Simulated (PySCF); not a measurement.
**A survey of $^{29}$Si NMR shifts**

One computed conformer, rapidly exchanging positions averaged, no solvent, relativity neglected. GFN2-xTB geometry; shielding tensors at PBE0/pcSseg-1 (GIAO); PySCF 2.14.0 with density-fitted response routines.

Shieldings were converted by a linear fit to measured shifts: $^{29}$Si: δ = 279.94 − 0.822σ (rms 8.9 ppm, 72 shifts, 25.8 ppm with the 6 outliers that the fit left out vs TMS, solution or neat liquid). A few per cent of atoms miss by over 2 rms, more outside the fitted compound classes.

Q: Give the $^{29}$Si shifts of `O=CO/C=C1/C[SiH2]CS1`, `CS[Si@H](O)C#CC(C)=O`, `N[SiH2][Si@@H]1O[C@@H]2CC[C@H]1C2`, `O=C[SiH2]O/C=C1\CCS1`, `[SiH3]OC[SiH2]C/C=C/Cl`, `[SiH3]OC[SiH2]C/C=C/Cl`.

A: 
```json
{"compound": "O=CO/C=C1/C[SiH2]CS1", "environment": "silicon bonded to 2 C, 2 H, in a 5-membered ring", "δ (ppm)": "-28.7"}
{"compound": "CS[Si@H](O)C#CC(C)=O", "environment": "silicon bonded to C, O, S, H", "δ (ppm)": "-29.9"}
{"compound": "[NH2:1][SiH2:2][Si@@H:3]1[O:4][C@@H:5]2[CH2:6][CH2:7][C@H:8]1[CH2:9]2", "environment": "Si3: silicon bonded to C, O, Si, H, in a 5-membered ring", "δ (ppm)": "2.9"}
{"compound": "[NH2:1][SiH2:2][Si@@H:3]1[O:4][C@@H:5]2[CH2:6][CH2:7][C@H:8]1[CH2:9]2", "environment": "Si2: silicon bonded to N, Si, 2 H", "δ (ppm)": "-57.2"}
{"compound": "O=C[SiH2]O/C=C1\\CCS1", "environment": "silicon bonded to C, O, 2 H", "δ (ppm)": "-53.1"}
{"compound": "[SiH3:1][O:2][CH2:3][SiH2:4][CH2:5]/[CH:6]=[CH:7]/[Cl:8]", "environment": "Si1: silicon bonded to O, 3 H", "δ (ppm)": "-33.2"}
{"compound": "[SiH3:1][O:2][CH2:3][SiH2:4][CH2:5]/[CH:6]=[CH:7]/[Cl:8]", "environment": "Si4: silicon bonded to 2 C, 2 H", "δ (ppm)": "-37.8"}
{"compound": "[SiH3:1][O:2][CH2:3][SiH2:4][CH2:5]/[CH:6]=[CH:7]/[Cl:8]", "environment": "Si1: silicon bonded to O, 3 H", "δ (ppm)": "-33.2"}
{"compound": "[SiH3:1][O:2][CH2:3][SiH2:4][CH2:5]/[CH:6]=[CH:7]/[Cl:8]", "environment": "Si4: silicon bonded to 2 C, 2 H", "δ (ppm)": "-37.8"}
```
